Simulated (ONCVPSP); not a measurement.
What the settings do to the ONCV potential of chlorine (Cl)

Base potential:

```
Element                 : Cl (Z = 17)
Generator               : ONCVPSP 4.0.1
Type                    : optimised norm-conserving Vanderbilt (ONCV)
Functional              : PBEsol
Relativity              : scalar-relativistic
Frozen core             : [Ne]
Valence charge          : 7
Reference configuration : 3s2 3p5
Partial waves           : 3s: rc 1.30 bohr, ncon 4, nbas 7, qcut 4.7 1/bohr, 2 projectors, debl 1.4 Ha; 3p: rc 1.20 bohr, ncon 4, nbas 8, qcut 6.6 1/bohr, 3 projectors, debl 1.2 Ha; d scattering state at 0.47 Ha: rc 1.40 bohr, ncon 4, nbas 8, qcut 5.8 1/bohr, 2 projectors, debl 3.2 Ha
Local potential         : polynomial inside 0.95 bohr (lpopt 3, dvloc0 0 Ha)
Core correction         : Teter function, fcfact 4.5, rcfact 1.05
```

All-electron outer shells of the reference configuration (PBEsol, scalar-relativistic, ld1.x):

```csv
shell,level (eV),outermost node (bohr),outermost maximum (bohr)
2s,-252.19,0.12,0.36
2p,-191.42,–,0.30
3s,-20.62,0.56,1.27
3p,-8.56,0.53,1.43
```

Cutoffs, loose and tight: the cutoffs (Ha) at which the residual kinetic energy of the hardest occupied pseudo-wave falls to 1 and 0.1 mHa per electron. They do not see the model core or the augmentation charge, which bear on the density cutoff. Test errors are all-electron minus pseudo excitation energies from the reference, over the configurations 3s2 3p4; 3s2 3p3; 3s2 3p2; 3s2 3p4.5. A dash means not determined; rows that change the core or the reference have their own tests.

A true bound ghost makes a file unfit for plane-wave use even where its test errors are small: the radial tests pick states by their node count and pass the ghost by.

```json
{"change": "base", "outcome": "generated", "cutoff, loose": "44 Ha", "cutoff, tight": "66 Ha", "bound ghosts": "p", "GHOST(+) flags above zero": "s, p", "largest test error (meV)": "+53"}
{"change": "s: qcut 3.3", "outcome": "generated", "cutoff, loose": "62 Ha", "cutoff, tight": "74 Ha", "bound ghosts": "p", "GHOST(+) flags above zero": "s, p", "largest test error (meV)": "+61"}
{"change": "s: qcut 4", "outcome": "generated", "cutoff, loose": "57 Ha", "cutoff, tight": "71 Ha", "bound ghosts": "p", "GHOST(+) flags above zero": "s, p", "largest test error (meV)": "+57"}
{"change": "s: qcut 5.4", "outcome": "generated", "cutoff, loose": "17 Ha", "cutoff, tight": "56 Ha", "bound ghosts": "p", "GHOST(+) flags above zero": "s, p", "largest test error (meV)": "+49"}
{"change": "s: qcut 6.3", "outcome": "generated", "cutoff, loose": "17 Ha", "cutoff, tight": "21 Ha", "bound ghosts": "p", "GHOST(+) flags above zero": "s, p", "largest test error (meV)": "+46"}
{"change": "s: qcut 6.9", "outcome": "generated", "cutoff, loose": "17 Ha", "cutoff, tight": "21 Ha", "bound ghosts": "p", "GHOST(+) flags above zero": "s, p", "largest test error (meV)": "+45"}
```

**Question.** What comes out with this change to the base: s: qcut 2.8?

**Answer.** outcome: generated; cutoff, loose: 63 Ha; cutoff, tight: 75 Ha; bound ghosts: p; GHOST(+) flags above zero: s, p; largest test error (meV): +62.

**Question.** What comes out with this change to the base: s: qcut 5.7?

**Answer.** outcome: generated; cutoff, loose: 16 Ha; cutoff, tight: 48 Ha; bound ghosts: p; GHOST(+) flags above zero: s, p; largest test error (meV): +48.

Reading the sweep of the qcut of the s channel (base included, trends over the rows without a ghost): Bound ghosts are found at 2.8, 3.3, 4, 4.7, 5.4, 5.7, 6.3, 6.9 1/bohr. Every judged row has one, so this setting neither creates nor removes them.
